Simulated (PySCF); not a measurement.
Dipole moment and polarisability of `C[C@H](F)CCCC(F)F`

C₆H₁₁F₃.
Geometry (PBE0-D3(BJ)/def2-SVP, Å), atoms numbered from 1 in this order:
```xyz
20
C6H11F3 angstrom
C     -3.184    0.112    0.666
C     -1.799   -0.443    0.899
F     -1.508   -0.347    2.252
C     -0.712    0.274    0.124
C      0.677   -0.289    0.380
C      1.771    0.481   -0.340
C      3.145   -0.088   -0.107
F      4.072    0.639   -0.773
F      3.210   -1.359   -0.574
H     -3.918   -0.417    1.289
H     -3.476   -0.003   -0.388
H     -3.216    1.181    0.923
H     -1.777   -1.521    0.649
H     -0.953    0.217   -0.952
H     -0.742    1.344    0.396
H      0.864   -0.285    1.466
H      0.713   -1.346    0.064
H      1.604    0.483   -1.430
H      1.786    1.534   -0.014
H      3.428   -0.110    0.961
```

Level: CAM-B3LYP/def2-SVPD (PySCF), static field, nuclei fixed, core orbitals frozen in the response. The polarisability tensor in these axes (au):

```
x   89.75  0.24 -3.74
y    0.24 70.25 -1.28
z   -3.74 -1.28 70.39
```

Task: Diagonalise the tensor; give its mean and Δα, where Δα² is half the sum of the squared differences of the eigenvalues.

Result: Principal values 68.72, 71.21 and 90.46 au; mean 76.80 au = 11.38 Å³ = 12.66 × 10⁻⁴⁰ C²·m²/J; Δα = 20.60 au (27 % of the mean).

Task: What is the dipole moment, and where does it point?

Result: (-2.28, 0.72, -0.46) D, 2.43 D in size, pointing from the negative to the positive side. Measured along this direction, the outermost atoms are F8 and H20 at the negative end and H11 and H10 at the positive end.

Task: What are the principal values of the traceless quadrupole moment, Θ = ½Σq(3rr − r²1), about the centre of nuclear charge?

Result: -15.69, 3.73, 11.95 D·Å. The values depend on the origin, since the dipole doesn't vanish. The electronic extent ⟨r²⟩ about the same centre is 2131 bohr², a root-mean-square distance of 2.84 Å for the 74 electrons.

Task: Along which axes do the principal values lie, and how far do the nuclei extend along each?

Result: Largest value along (0.98, 0.02, -0.18), where the nuclei span 8.26 Å; middle along (-0.13, 0.78, -0.61), 2.48 Å; least along (0.13, 0.62, 0.77), 2.20 Å. The response follows the extents in order.

Task: Estimate the molar refractivity from the static electronic polarisability.

Result: Lorentz–Lorenz: R = (4π/3)N_A α = 2.5225 cm³/(mol·Å³) × 11.38 Å³ = 28.7 cm³/mol, in the limit of long wavelengths.

Isolated species at its PBE0-D3(BJ)/def2-SVP geometry (one conformer only).
